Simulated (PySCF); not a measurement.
## Where the electron goes

Compound: Al(NH3)F3.
Z-matrix (Å and degrees, PBE0-D3(BJ)/def2-SVP geometry), rows numbered from 1:
```
Al
N   1  2.0035
H   2  1.0217  1  111.15
H   2  1.0216  1  111.46  3  -119.88
H   2  1.0216  1  111.49  3   119.91
F   1  1.6672  2  100.68  3   178.10
F   1  1.6674  2  100.19  3    58.22
F   1  1.6676  2  100.14  3   -61.87
```

Level of theory: PySCF, TDDFT B3LYP/def2-SVPD, vertical, gas phase, core orbitals frozen in the response.

Frontier orbitals with the atoms that hold most of them (Löwdin shares over 4%, at most four atoms; ? is withheld):

```
orbital  ε (eV)                            atoms
 HOMO-3  -10.62    F8 52%, F7 34%, F6 8%, Al1 4%
 HOMO-2  -10.62   F6 57%, F7 28%, F8 10%, Al1 4%
 HOMO-1  -10.57                                ?
   HOMO  -10.23                                ?
   LUMO   -1.22  Al1 35%, N2 16%, H5 14%, H4 14%
 LUMO+1    0.63     Al1 47%, F8 9%, F7 9%, F6 9%
 LUMO+2    0.95  H5 31%, H4 20%, N2 19%, Al1 18%
```

Problem. Give the leading atoms of the HOMO.

Solution. F6 (bonded to Al) 34%; F7 (bonded to Al) 33%; F8 (bonded to Al) 33%.

Problem. Which atoms hold the HOMO-1, and with what shares?

Solution. F7 (bonded to Al) 26%; F8 (bonded to Al) 26%; F6 (bonded to Al) 22%; N2 (bonded to Al and 3 H) 18%. By element: fluorine 74%, nitrogen 18%.

Within 0.005 eV of a neighbour in this list lie HOMO-3/HOMO-2.

Problem. The HOMO–LUMO gap is 9.01 eV. Where does the response calculation put the lowest singlet, and from which orbitals?

Solution. S1 is at 8.14 eV (f = 0.0000), 0.87 eV below the gap, made of HOMO→LUMO (99%). Without the coupling terms of the response equations the lowest excitation would equal the gap.

Problem. One configuration dominates each of S1 and S2. Which, and how do the shares of the two leading atoms of either orbital change from the occupied to the empty one?

Solution. 
- S1 (8.14 eV, f 0.0000), HOMO→LUMO (99%): F6 34% → at most 14%, F7 33% → at most 14%, Al1 at most 1% → 35%, N2 at most 1% → 16%
- S2 (8.47 eV, f 0.132), HOMO-1→LUMO (99%): F7 26% → at most 14%, F8 26% → at most 14%, Al1 at most 9% → 35%, N2 18% → 16%

Orbitals of the list HOMO-3 to LUMO+2 that lie within 0.01 eV of each other are written together with a slash and their weights summed (≥ marks a lower bound); for degenerate orbitals outside that list single weights are arbitrary.

Löwdin shares depend on the basis, the more so with diffuse functions.
